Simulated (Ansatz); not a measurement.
Computed with Ansatz on PBE0-D4/def2-TZVP structures; ΔE is electronic, products minus reactants. CCSD(T)/CBS adds triple-zeta CCSD(T) − MP2 to the extrapolated MP2 energy (def2 sets, frozen cores). Functionals use def2-TZVPP. B3LYP here is the variant with VWN-RPA as its local correlation; programs differ in this. One conformer a species, not always the lowest.

`C[Si](C)(N)O` + `N[SiH](N)O` → `CN[SiH](N)O` + `C[SiH](N)O`  (substitution at a C–Si bond)

`C[Si](C)(N)O`:

Cartesian coordinates in Å:
```
C -1.686 0.249 0.498
Si 0.148 0.042 0.266
C 0.700 0.642 -1.412
N 0.711 -1.579 0.399
O 0.797 0.941 1.494
H -2.004 -0.159 1.461
H -1.966 1.306 0.478
H -2.243 -0.267 -0.288
H 0.217 0.082 -2.217
H 0.443 1.697 -1.541
H 1.782 0.545 -1.534
H 0.937 -2.111 -0.424
H 0.434 -2.178 1.159
H 1.729 0.790 1.662
```

`N[SiH](N)O`:

Cartesian coordinates in Å:
```
N 0.771 -0.696 -1.022
Si 0.233 0.407 0.173
N -1.465 0.433 0.004
O 0.894 -0.086 1.600
H 1.732 -0.995 -1.031
H 0.397 -0.640 -1.956
H 0.675 1.820 0.096
H -1.999 -0.415 -0.088
H -2.011 1.181 0.398
H 0.773 -1.010 1.827
```

`CN[SiH](N)O`:

Cartesian coordinates in Å:
```
C 1.396 1.318 -0.050
N 0.359 0.654 0.703
Si -0.869 -0.340 0.082
N -0.176 -1.394 -1.064
O -1.514 -0.979 1.462
H 1.200 2.387 -0.199
H 1.477 0.857 -1.036
H 2.373 1.220 0.437
H 0.248 0.985 1.647
H -1.984 0.301 -0.677
H -0.704 -1.728 -1.852
H 0.609 -1.986 -0.849
H -2.415 -1.296 1.396
```

`C[SiH](N)O`:

Cartesian coordinates in Å:
```
C 0.201 -0.497 -1.357
Si 0.017 -0.359 0.490
N -0.937 1.035 0.790
O 1.459 -0.230 1.282
H 0.867 -1.326 -1.610
H -0.763 -0.687 -1.838
H 0.621 0.416 -1.787
H -0.540 -1.616 1.054
H -1.295 1.242 1.708
H -1.535 1.408 0.071
H 1.904 0.615 1.198
```

| level | ΔE (eV) |
| --- | --- |
| PBE-D4 | 0.91 |
| r2SCAN-D4 | 0.96 |
| B3LYP-D4 | 0.90 |
| B2PLYP | 0.91 |
| MP2/def2-TZVPP | 0.97 |
| HF/def2-QZVPP | 0.83 |
| SCS-MP2/def2-QZVPP | 0.92 |
| MP2/CBS(def2) | 0.99 |

Question: What does CCSD(T)/CBS give? (Best estimate.)

Answer: The calculation gave: +0.95 eV. The listed levels differ from it by -0.04, 0.01, -0.05, -0.04, 0.02, -0.12, -0.03, 0.04 eV.

Largest T1 diagnostic among the species: 0.010.

In def2-TZVPP, CCSD(T) changes the Hartree–Fock value by +0.09 eV (the triples alone add +0.01 eV) and MP2 by +0.13 eV.
